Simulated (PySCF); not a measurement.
trichloroethylene cation (C2HCl3), SMILES ClC(Cl)=CCl (connectivity only; charge and spin as stated), charge +1, multiplicity 2. Atoms are numbered in the order given.

```xyz
6

Cl     0.3426     2.2229     0.0000
C      0.9133     0.6673     0.0000
C      0.0699    -0.4679     0.0000
Cl    -1.5995    -0.3404     0.0000
Cl     0.7922    -1.9838     0.0000
H      2.0002     0.5267     0.0000
```
Charge +1, spin multiplicity 2.

Coordinates come from a B3LYP-D3(BJ)/def2-SVP optimisation. The spin state was assumed, not searched.

Level of theory: r2SCAN/def2-TZVP (PySCF).

Gas-phase values at a fixed geometry.

Computed frontier levels, dipole moment and polarisability:
| Property | Result |
|---|---|
| α spin, highest occupied and lowest empty level | -12.73 and -8.73 eV |
| β spin, highest occupied and lowest empty level | -13.85 and -11.56 eV |
| dipole moment about the centre of nuclear charge | 1.44 D |
| mean static polarisability | 63.4 bohr³ (9.40 Å³) |
| polarisability, principal values | 33.0, 64.0, 93.3 bohr³ |
| ⟨S²⟩ | 0.754 (pure state 0.75) |
